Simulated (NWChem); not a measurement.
System: SiH3O4, doublet; SMILES O[Si]([O])(O)O

Here is an NWChem input.

```
start job
memory heap 200 mb stack 900 mb global 1100 mb
geometry units angstroms noautosym nocenter noautoz
  O     -0.292097     1.018634    -1.339171
  Si    -0.025738    -0.004313    -0.049289
  O     -1.355243    -0.954231     0.112129
  O      1.258730    -1.023992    -0.153536
  O      0.273535     1.064587     1.175534
  H     -1.164827    -1.877530     0.333269
  H      2.134985    -0.615780    -0.117072
  H     -0.404847     1.740258     1.321976
end
basis spherical
  O library 6-31g*
  Si library 6-31g*
  H library 6-31g*
end
dft
  odft
  mult 2
  xc hfexch
  iterations 150
  mulliken
end
task dft energy
esp
  recalculate
  probe 0.07
  range 0.3
  factor 1.0
  spacing 0.02
end
task esp
```

The radical's symmetric form is orbitally degenerate, so geometry and low modes hang on which distorted state is reached. All runs use the structure optimised with B3LYP/6-31G* (spherical d), spin-unrestricted. No stability test was run on the SCF state.

Atomic charges in e: unrestrained fits to the electrostatic potential beside Mulliken populations; buried atoms are poorly determined by the fit.

Atoms are numbered as in the input.

Predict the main results of this run. (UHF/6-31G* (spherical d).) Quantities: ESP O1; Mulliken O1; ESP Si2; Mulliken Si2; ESP O3; Mulliken O3; ESP O4; Mulliken O4; ESP O5; Mulliken O5; relative RMS misfit of the potential (%).


| Quantity | Result |
|---|---|
| ESP O1 | -0.43 |
| Mulliken O1 | -0.44 |
| ESP Si2 | 1.60 |
| Mulliken Si2 | 1.62 |
| ESP O3 | -0.85 |
| Mulliken O3 | -0.88 |
| ESP O4 | -0.87 |
| Mulliken O4 | -0.89 |
| ESP O5 | -0.87 |
| Mulliken O5 | -0.88 |
| relative RMS misfit of the potential (%) | 20 |
